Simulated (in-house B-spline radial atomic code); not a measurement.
Ge⁷⁺: [Ar] (3d3/2)4 (3d5/2)3 (an excited or competing configuration)

Method: Dirac-Hartree-Fock, average of the jj configuration, Fermi nucleus of rms radius 4.0742 fm. Calculated with an all-electron radial atomic-structure program (B-spline basis).

Z_r = [3n² - l(l+1)]/(2<r>); Z_e = n√(-2ε); the last column is Slater's effective charge. Values are occupation-weighted means over j.

```tsv
shell	electrons	ε (eV)	<r> (bohr)	Z_r	Z_e	Slater
1s	2	-11333	0.04698	31.93	28.86	31.70
2s	2	-1603	0.2089	28.73	21.71	27.85
2p	6	-1414.9	0.1834	27.27	20.40	27.85
3s	2	-337.56	0.6042	22.34	14.94	20.75
3p	6	-276.14	0.6177	20.24	13.52	20.75
3d	7	-180.95	0.6281	16.72	10.94	11.90
```

The least bound orbital is 3d5/2 at -180 eV, and it is also the most diffuse (<r> = 0.6303 bohr).

For the 1s electron the small component carries 1.34 % of the norm, the zero-frequency Breit interaction raises the level by 16.22 eV, self-energy by 8.384 eV, and vacuum polarisation lowers it by 0.8085 eV.
